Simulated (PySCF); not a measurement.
## Arsenic: a sound run and one with changed settings

Sound run: As [Ar] 3d10 4s2 4p3, As⁺ [Ar] 3d10 4s2 4p2. All numbers are calculated (PySCF 2.14, the non-relativistic Hamiltonian (point nucleus), in def2-SVP (5s4p3d, 32 functions)). The sound run starts from symmetry-adapted Hartree-Fock orbitals and uses a fine grid where one is needed.

A second run was set up differently.

```json
{"species": "As", "method": "UHF", "sound run (hartree)": "-2233.91692", "changed run (hartree)": "-2233.91692", "converged": "yes"}
{"species": "As", "method": "M06-L", "sound run (hartree)": "-2235.45851", "changed run (hartree)": "-2235.45851", "converged": "yes"}
{"species": "As", "method": "B3LYP", "sound run (hartree)": "-2235.57270", "changed run (hartree)": "-2235.57270", "converged": "yes"}
{"species": "As⁺", "method": "UHF", "sound run (hartree)": "-2233.56916", "changed run (hartree)": "-2233.56916", "converged": "yes"}
{"species": "As⁺", "method": "M06-L", "sound run (hartree)": "-2235.10099", "changed run (hartree)": "-2235.10120", "converged": "yes"}
{"species": "As⁺", "method": "B3LYP", "sound run (hartree)": "-2235.21098", "changed run (hartree)": "-2235.21120", "converged": "yes"}
```

Ionisation energy of As:

```
method  sound run (eV)  changed run (eV)
   UHF           9.463             9.463
 M06-L           9.729             9.723
 B3LYP           9.843             9.837
```

Problem. What was changed?
A. too few SCF iterations
B. level shift left on
C. angular grid far too coarse
D. all electrons correlated in a valence basis

Solution. C. It used 14 angular points. A coarse angular grid integrates products of high-l functions wrongly, so density functionals can shift, and the SCF can exploit the error; Hartree-Fock and MP2 need no grid.
